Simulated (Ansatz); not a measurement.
## Relaxing a trial structure of C4H9AlO

The starting geometry of this gas-phase singlet was optimised with GFN2-xTB; its bonds are those of `[AlH3-][O+]1CC=CC1`.

```yaml
atoms:
  - { symbol: C, position_ang: [-0.4640, -1.2024, -1.5491] }
  - { symbol: C, position_ang: [-1.0090, -0.3714, -2.6675] }
  - { symbol: C, position_ang: [-0.1054, 0.5156, -3.0456] }
  - { symbol: C, position_ang: [1.1305, 0.3621, -2.2161] }
  - { symbol: Al, position_ang: [1.1036, -0.1773, 0.6296] }
  - { symbol: O, position_ang: [0.7380, -0.5311, -1.1749] }
  - { symbol: H, position_ang: [2.5988, 0.2682, 0.4090] }
  - { symbol: H, position_ang: [0.7726, -1.6267, 1.1501] }
  - { symbol: H, position_ang: [0.0385, 0.9560, 0.9145] }
  - { symbol: H, position_ang: [-0.2386, -2.2266, -1.8779] }
  - { symbol: H, position_ang: [-1.1165, -1.2489, -0.6736] }
  - { symbol: H, position_ang: [-1.9912, -0.5287, -3.0702] }
  - { symbol: H, position_ang: [-0.1822, 1.2473, -3.8268] }
  - { symbol: H, position_ang: [1.4744, 1.2924, -1.7576] }
  - { symbol: H, position_ang: [1.9558, -0.0735, -2.7966] }
```

Predict what it relaxes into with r2SCAN-D4/def2-SVP.

It keeps its bonds, and is `[AlH3-][O+]1CC=CC1`.

The energy falls by 0.19 eV over 17 steps:

```
step  E − E(last) (eV)
   1             0.188
   3             0.032
   5             0.013
   6             0.008
   8             0.003
  10             0.001
  12             0.000
  13             0.000
  15             0.000
  17             0.000
```

Final geometry (Å):

```xyz
15

C    -0.6332   -1.0723   -1.5099
C    -0.9654   -0.5047   -2.8500
C    -0.0545    0.3992   -3.2228
C     1.0021    0.5503   -2.1792
Al    1.3014   -0.3464    0.6773
O     0.6235   -0.4283   -1.1773
H     2.8264    0.0340    0.3581
H     0.9467   -1.8437    1.1290
H     0.3738    0.8257    1.2717
H    -0.4753   -2.1649   -1.5064
H    -1.3809   -0.8282   -0.7320
H    -1.8482   -0.8069   -3.4170
H    -0.0538    0.9737   -4.1513
H     1.0201    1.5541   -1.7146
H     2.0221    0.3132   -2.5284
```

The end wasn't checked by frequencies. Run with Ansatz 0.2.0, 28 s on 4 threads of Arm Neoverse V2, with other jobs on the host.
